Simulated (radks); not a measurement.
Q: These are the eigenvalues of the occupied orbitals of an atom or ion with whole-number occupations (hartree). All-electron calculation, Dirac Kohn-Sham, LDA (Slater exchange, Perdew-Wang correlation), spin-unpolarised, spherical densities, finite nucleus; Fermi nuclear charge, rms radius of each element as measured or else 0.836 A^(1/3) + 0.57 fm. Program: a radial shooting solver on a logarithmic mesh with Libxc functionals.

orbital  eigenvalue
1s1/2     -1533.847
2s1/2     -246.8790
2p1/2     -233.4571
2p3/2     -215.7576
3s1/2     -53.41074
3p1/2     -47.68627
3p3/2     -44.18141
3d3/2     -34.14894
3d5/2     -33.39265
4s1/2     -10.77219
4p1/2      -8.62992
4p3/2      -7.87043
4d3/2      -4.34602
4d5/2      -4.21287
5s1/2      -1.65414
5p1/2      -1.08155
5p3/2      -0.97715
6s1/2      -0.30598
4f5/2      -0.27513
4f7/2      -0.26244

Which element is it, and in what charge state? The configuration may be excited. Open shells, if any, are shared by 2j + 1.

A: Z = 59, praseodymium, charge +1: Pr+ in [Xe] 4f3 6s1. The list shows which subshells hold electrons but not how many an open one holds; the 1s level, -1533.8 hartree, gives Z - s = 55.4 by -(Z - s)^2/2, which with screening and relativity narrows Z to a few neighbours, and the depths of the outer levels then fix element, charge and occupations together.
